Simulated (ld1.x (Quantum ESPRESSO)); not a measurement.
# nitrogen: one change to an ultrasoft potential, before and after

| Property | Result |
| --- | --- |
| Element | nitrogen (N) |
| Generator | ld1.x (Quantum ESPRESSO) 7.5 |
| Type | ultrasoft |
| Functional | LDA (PZ) |
| Relativity | non-relativistic |
| Frozen core | [He] |
| Valence charge | 5 |
| Reference configuration | 2s2 2p2.5 (charge +0.5) |
| Partial waves | 2s (bound): rcut 0.85, rcutus 1.00 bohr; 2s channel at 0.55 Ry: rcut 0.85, rcutus 1.00 bohr; 2p (bound): rcut 0.90, rcutus 1.20 bohr; 2p channel at 4.05 Ry: rcut 0.90, rcutus 1.20 bohr |
| Local potential | all-electron potential smoothed inside 1.15 bohr (lloc = -2) |
| Core correction | none |
| Augmentation charge | built from norm-conserving waves at rcut, not smoothed further |

All-electron outer shells of the reference configuration (LDA (PZ), non-relativistic, ld1.x):

| shell | level (eV) | outermost node (bohr) | outermost maximum (bohr) |
| --- | --- | --- | --- |
| 2s | -24.91 | 0.32 | 1.00 |
| 2p | -13.59 | – | 0.94 |

Change: waves 2s (bound): rcut 0.84, rcutus 0.90 bohr; 2s channel at 0.55 Ry: rcut 0.84, rcutus 0.90 bohr.

Cutoffs: the cutoffs (Ry, on a coarse ladder) from which the occupation-weighted sum of valence levels, in a spherical-Bessel basis at the reference potential, stays within 10 and 1 mRy of its value at 400 Ry; they do not see the model core or the augmentation charge, which bear on the density cutoff. Errors are all-electron minus pseudo energies relative to the spin-unpolarised reference configuration.

Question: How do hardness, ghosts and transferability respond?

Answer: The potential gets neither clearly harder nor softer (45 Ry and 60 Ry → 45 Ry and 60 Ry); the p channel sets the loose cutoff, while the largest relative change is in s, which becomes harder; the errors of the 9 common tests hardly move; neither file shows a bound ghost.

| quantity | base | changed |
| --- | --- | --- |
| cutoff, loose | 45 Ry | 45 Ry |
| cutoff, tight | 60 Ry | 60 Ry |
| loose cutoff by channel (10 mRy a level) | s 10 Ry, p 40 Ry | s 30 Ry, p 40 Ry |
| bound ghosts | none | none |
| error for 2s2 2p3, meV [ΔE -5.17 eV] | +0.5 | +0.5 |
| error for 2s2 2p2, meV [ΔE 8.57 eV] | +1.5 | +1.5 |
| error for 2s2 2p1, meV [ΔE 37.54 eV] | +35 | +34 |
| error for 2s1 2p3, meV [ΔE 19.99 eV] | +9.9 | +9.9 |
| error for 2s0 2p5, meV [ΔE 17.22 eV] | +45 | +45 |
| error for 2s2 2p3.3, meV [ΔE -6.84 eV] | +0.8 | +0.8 |
| error for 2s1 2p0, meV [ΔE 162.13 eV] | +606 | +605 |
| error for 2s2 2p2.5 (spin-polarised), meV [ΔE -2.31 eV] | +268 | +267 |
| error for 2s2 2p3 (spin-polarised), meV [ΔE -8.06 eV] | +307 | +307 |
| s: phases at 1.30 bohr within 0.05 rad from the reference energy up to (Ry; the scan ends near 5) | to the end of the scan | to the end of the scan |
| p: phases at 1.30 bohr within 0.05 rad from the reference energy up to (Ry; the scan ends near 5) | to the end of the scan | to the end of the scan |
| lowest overlap eigenvalue by channel | s 0.50, p 0.96 | s 0.02, p 0.96 |
